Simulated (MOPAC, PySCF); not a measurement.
H$_{5}$AlN$_{2}$, SMILES `[NH2][AlH][NH2]` (H–N–Al–N torsion 0°, N–Al–N–H torsion 0°), neutral singlet in the gas phase. 

Cartesian coordinates (Å):
SMILES: [NH2][AlH][NH2]
```xyz
8

N      1.5530    -0.1587     0.0355
Al    -0.0458     0.5788    -0.1701
N     -1.5107    -0.3756     0.1217
H      1.7399    -1.1088     0.3142
H      2.4193     0.3333    -0.1159
H     -0.1648     2.0835    -0.6129
H     -1.5461    -1.3415     0.4065
H     -2.4447    -0.0110     0.0211
```
Charge 0, spin multiplicity 1.

All levels are single points at this geometry (B3LYP-D3(BJ)/def2-TZVP); Pople sets use spherical d functions. Orbital energies aren't observables, and empty levels follow the basis.

PBE-D3(BJ)/def2-TZVP in PySCF gives dipole (D) = 1.28.

**Question.** Estimate the dipole (D) from each of these levels: TPSSh-D3(BJ)/def2-TZVP in PySCF; B3LYP/3-21G in PySCF; B3LYP/6-311+G** in PySCF; M06-2X/6-31G* in PySCF; HF/6-31G* in PySCF; AM1 in MOPAC; PM3 in MOPAC; PM7 in MOPAC.

**Answer.** 
```json
[
 {"level": "TPSSh-D3(BJ)/def2-TZVP in PySCF", "dipole (D)": "1.25"},
 {"level": "B3LYP/3-21G in PySCF", "dipole (D)": "1.64"},
 {"level": "B3LYP/6-311+G** in PySCF", "dipole (D)": "1.07"},
 {"level": "M06-2X/6-31G* in PySCF", "dipole (D)": "1.31"},
 {"level": "HF/6-31G* in PySCF", "dipole (D)": "1.18"},
 {"level": "AM1 in MOPAC", "dipole (D)": "1.06"},
 {"level": "PM3 in MOPAC", "dipole (D)": "1.85"},
 {"level": "PM7 in MOPAC", "dipole (D)": "2.94"}
]
```
